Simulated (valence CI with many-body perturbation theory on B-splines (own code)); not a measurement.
E1 transitions of Ni XXII

Calculated by relativistic CI+MBPT: five valence electrons over a frozen Dirac-Fock core [He], a basis of 11 s, 11 p, 10 d, 8 f, 5 g, 2 h functions for each j, with the one-electron correlation potential Σ1 (screened to all orders), the two-electron term Σ2, the three-electron term Σ3, Breit, model QED; selected single and double excitations, second order for the rest, scaled by the run's own slope (own B-spline code, finite nucleus).

No measured levels were compared; by estimate levels of excited configurations hold to 0.05 to 0.15 % of their energy, terms of the ground configuration to about 0.5 %. Among the levels kept, up to 5500 cm⁻¹ of a level comes from second order outside the variational space, and about a tenth of that is noise between levels of different J, which matters for small intervals.

Lines 51 to 100 of 597 in falling wavelength, among levels below 95.092 Ry, chosen from the strongest by gf and those to the six lowest levels. Wavelengths and rates use the calculated energies, so an error of 800 cm⁻¹ moves a line at 374.7 Å by 0.3 % and its rate by three times that or more. Electric multipoles are in the length gauge with retardation, E1 and E2 with the static RPA response of the core. Weak lines are less certain than strong ones. Lines between different terms over intervals too small for the method are left out, as are lines whose strength nearly cancels. Where a level lies close to another of its J and parity, the split of strength between their lines is uncertain. The highest levels of a list are the least certain.

Names give the largest LS component (configuration and term), which can be under half, so a name can repeat, a term be missing and a line seem to break the LS rules; names also repeat where a configuration has a term twice. Letters in brackets count levels of one name in rising energy.

```csv
λ vac (Å),Upper,Lower,A (s⁻¹),log gf,Branch %
374.7,2s2.2p2.3d 2F_7/2 [a],2s2.2p2.3p 4D°_7/2,7.84e+08,-0.88,4.7
374.6,2s.2p3.3p 2D_5/2 [d],2s.2p3.3s 2P°_3/2 [b],3.15e+09,-0.40,0.1
374.4,2s.2p3.3d 4F°_7/2 [b],2s.2p3.3p 4D_5/2 [a],2.56e+09,-0.37,0.1
373.7,2s.2p3.3p 4P_3/2 [c],2s.2p3.3s 4P°_5/2,1.36e+09,-0.94,0.0
373.6,2s.2p3.3p 2P_3/2 [a],2s.2p3.3s 2P°_3/2 [a],3.08e+09,-0.59,0.1
373.4,2s.2p3.3p 4P_5/2 [d],2s.2p3.3s 4S°_3/2 [c],3.08e+09,-0.41,0.1
372.7,2s.2p3.3d 2G°_9/2 [b],2s.2p3.3p 2F_7/2 [b],3.03e+09,-0.20,4.8
370.8,2s2.2p2.3p 4D°_5/2,2s2.2p2.3s 4P_3/2,2.78e+09,-0.46,15.2
370.5,2s.2p3.3p 2S_1/2 [b],2s.2p3.3s 2P°_3/2 [b],2.93e+09,-0.92,0.2
370.3,2s.2p3.3p 4P_5/2 [c],2s.2p3.3s 4P°_5/2,1.54e+09,-0.72,0.1
370.0,2s.2p3.3p 2P_3/2 [d],2s.2p3.3s 2P°_3/2 [b],2.98e+09,-0.61,0.1
369.5,2s2.2p2.3p 4D°_7/2,2s2.2p2.3s 4P_5/2,3.31e+09,-0.27,20.1
369.1,2s2.2p2.3p 2D°_3/2 [b],2s2.2p2.3s 2D_5/2,2.16e+09,-0.75,0.9
368.2,2s2.2p2.3p 2P°_1/2 [c],2s2.2p2.3s 2S_1/2,3.38e+09,-0.86,3.3
367.1,2s.2p3.3d 4G°_9/2,2s.2p3.3p 4F_7/2,2.37e+09,-0.32,23.4
366.8,2s.2p3.3p 4S_3/2,2s.2p3.3s 4P°_3/2,1.26e+09,-0.99,0.1
365.8,2s.2p3.3d 4D°_7/2 [d],2s.2p3.3p 4P_5/2 [d],2.91e+09,-0.33,0.1
365.6,2s.2p3.3d 4F°_5/2 [a],2s.2p3.3p 4F_5/2,1.33e+09,-0.80,0.1
365.1,2s2.2p2.3p 2D°_3/2 [a],2s2.2p2.3s 2P_1/2,1.46e+09,-0.93,1.6
364.4,2s.2p3.3p 4D_5/2 [a],2s.2p3.3s 4D°_3/2,2.59e+09,-0.51,1.3
363.7,2s.2p3.3p 2P_3/2 [e],2s.2p3.3s 2P°_1/2 [b],2.89e+09,-0.64,0.3
363.5,2s2.2p2.3d 4F_9/2,2s2.2p2.3p 4D°_7/2,3.00e+09,-0.23,98.6
363.5,2s.2p3.3p 4F_9/2,2s.2p3.3s 4D°_7/2,4.08e+09,-0.09,29.2
363.4,2s.2p3.3d 4F°_7/2 [c],2s.2p3.3p 4D_5/2 [b],2.67e+09,-0.37,0.1
363.2,2s.2p3.3d 2F°_5/2 [c],2s.2p3.3p 2D_3/2 [c],1.41e+09,-0.78,0.0
363.1,2s2.2p2.3p 2F°_7/2,2s2.2p2.3s 2D_5/2,3.54e+09,-0.25,9.1
363.0,2s.2p3.3d 2D°_3/2 [d],2s.2p3.3p 2P_1/2 [c],1.70e+09,-0.87,0.0
362.7,2s.2p3.3p 2D_3/2 [c],2s.2p3.3s 2D°_3/2 [b],2.43e+09,-0.72,0.1
362.5,2s.2p3.3d 4F°_9/2 [a],2s.2p3.3p 4D_7/2 [a],1.74e+09,-0.46,16.1
361.3,2s.2p3.3p 6P_7/2,2s.2p3.3s 6S°_5/2 [b],3.31e+09,-0.29,0.7
358.9,2s2.2p2.3d 2F_7/2 [c],2s.2p3.3s 6S°_5/2 [a],3.08e+09,-0.32,0.1
358.0,2s.2p3.3d 4S°_3/2,2s.2p3.3p 4P_5/2 [b],1.27e+09,-1.01,0.0
357.5,2s2.2p2.3p 2D°_5/2 [b],2s2.2p2.3s 2D_3/2,9.81e+08,-0.95,1.3
357.5,2s2.2p2.3d 2D_3/2 [a],2s2.2p2.3p 2P°_1/2 [a],1.33e+09,-0.99,0.0
357.0,2s2.2p2.3d 4F_7/2,2s2.2p2.3p 4D°_5/2,2.91e+09,-0.35,0.5
356.3,2s2.2p2.3d 2D_5/2 [b],2s2.2p2.3p 2D°_5/2 [b],1.19e+09,-0.87,0.0
356.0,2s2.2p2.3d 2G_9/2,2s2.2p2.3p 2F°_7/2,3.28e+09,-0.21,97.5
354.4,2s.2p3.3d 6D°_5/2,2s.2p3.3p 6P_5/2,2.00e+09,-0.65,0.7
354.2,2s.2p3.3p 2F_7/2 [a],2s.2p3.3s 4D°_7/2,6.98e+08,-0.98,0.0
353.9,2s2.2p2.3p 4D°_3/2 [a],2s2.2p2.3s 4P_1/2,3.41e+09,-0.59,7.4
353.9,2s.2p3.3d 4D°_3/2 [c],2s.2p3.3p 4P_1/2 [c],1.45e+09,-0.96,0.0
353.6,2s.2p3.3d 4P°_5/2 [b],2s.2p3.3p 4S_3/2,2.13e+09,-0.62,0.1
353.1,2s.2p3.3d 6D°_7/2,2s.2p3.3p 6P_5/2,2.25e+09,-0.47,3.4
351.8,2s2.2p2.3d 2D_5/2 [d],2s2.2p2.3p 2P°_3/2 [b],3.15e+09,-0.45,0.0
351.2,2s2.2p2.3d 2F_5/2,2s2.2p2.3p 2D°_3/2 [a],2.60e+09,-0.54,0.0
351.2,2s2.2p2.3d 4F_5/2 [b],2s2.2p2.3p 4D°_5/2,7.47e+08,-1.08,0.0
351.0,2s.2p3.3d 2F°_7/2 [b],2s.2p3.3p 2D_5/2 [b],2.85e+09,-0.38,0.0
350.6,2s.2p3.3d 4F°_3/2 [a],2s.2p3.3p 4D_1/2 [a],1.46e+09,-0.97,0.1
350.6,2s.2p3.3d 4D°_7/2 [c],2s.2p3.3p 4P_5/2 [c],1.92e+09,-0.55,0.0
350.1,2s2.2p2.3p 2P°_1/2 [b],2s2.2p2.3s 2D_3/2,2.79e+09,-0.99,1.4
```

**Question.** How does gf follow from A for the line at 373.6 Å?

**Answer.** gf = 1.4992 × (2J+1)_upper × A / σ², with σ = 267696 cm⁻¹ and 2J+1 = 4: gf = 0.258.
